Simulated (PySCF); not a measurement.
## Polarisability of `[O+]#CCn1cccc1`

Species: C6H6NO (charge +1).
Atom-mapped SMILES: `[O+:1]#[C:2][CH2:3][n:4]1[cH:5][cH:6][cH:7][cH:8]1` (hydrogens: H9, H10 on C3; H11 on C5; H12 on C6; H13 on C7; H14 on C8)

Cartesian coordinates in Å at the PBE0-D3(BJ)/def2-SVP level; atoms count from 1:
```xyz
14
C6H6NO angstrom
O     -2.1985    0.7339    1.9140
C     -2.0780    0.2276    0.9220
C     -1.6342   -0.3836   -0.3507
N     -0.2314   -0.2179   -0.3672
C      0.4091    0.9661   -0.7232
C      1.7075    0.8653   -0.3109
C      1.8642   -0.3987    0.3471
C      0.6578   -1.0392    0.3214
H     -1.9600   -1.4401   -0.3522
H     -2.1559    0.1358   -1.1756
H     -0.1115    1.7443   -1.2796
H      2.4876    1.6040   -0.4860
H      2.7859   -0.7996    0.7648
H      0.3560   -2.0221    0.6807
```

Level: PBE0/def2-SVPD (PySCF), static field, nuclei fixed, core orbitals frozen in the response. The polarisability tensor in these axes (au):

```
x   107.38   0.26  -8.78
y     0.26  65.83  -4.31
z    -8.78  -4.31  61.78
```

Q: Give the principal values, the mean and the anisotropy Δα = √{½[(α1 − α2)² + (α2 − α3)² + (α1 − α3)²]}.

A: Principal values 57.92, 68.03 and 109.04 au; mean 78.33 au = 11.61 Å³ = 12.91 × 10⁻⁴⁰ C²·m²/J; Δα = 46.89 au (60 % of the mean).

Q: Rayleigh depolarisation ratio (linearly polarised light, static tensor)?

A: ρ = 3Δα²/(45ᾱ² + 4Δα²) = 6595.2/(276105 + 8793.6) = 0.0231.

Q: Along which axes do the principal values lie, and how far do the nuclei extend along each?

A: Largest value along (0.98, 0.02, -0.18), where the nuclei span 5.07 Å; middle along (-0.11, 0.88, -0.46), 4.27 Å; least along (0.15, 0.47, 0.87), 2.96 Å. The response follows the extents in order.

Q: In TDDFT the mean static polarisability is Σ f/ω² over all singlet excitations (ω in hartree). How much of it do the 6 lowest give? Their energies (eV) and oscillator strengths: 2.02, 0.0000; 2.38, 0.0059; 3.20, 0.0000; 3.52, 0.1615; 5.22, 0.0214; 6.08, 0.0477.

A: They add up to 11.97 au, 15.3 % of the 78.33 au; the largest single term is 9.65 au, from the state at 3.52 eV. Terms in order: 0.01, 0.77, 0.00, 9.65, 0.58, 0.96 au. Higher excitations give the rest. The strengths listed sum to 0.237.

Q: What are the principal values of the traceless quadrupole moment, Θ = ½Σq(3rr − r²1), about the centre of nuclear charge?

A: -13.64, -3.51, 17.15 D·Å. The values depend on the origin, since the species is charged. The electronic extent ⟨r²⟩ about the same centre is 865 bohr², a root-mean-square distance of 2.08 Å for the 56 electrons.

Isolated species at its PBE0-D3(BJ)/def2-SVP geometry (one conformer only).
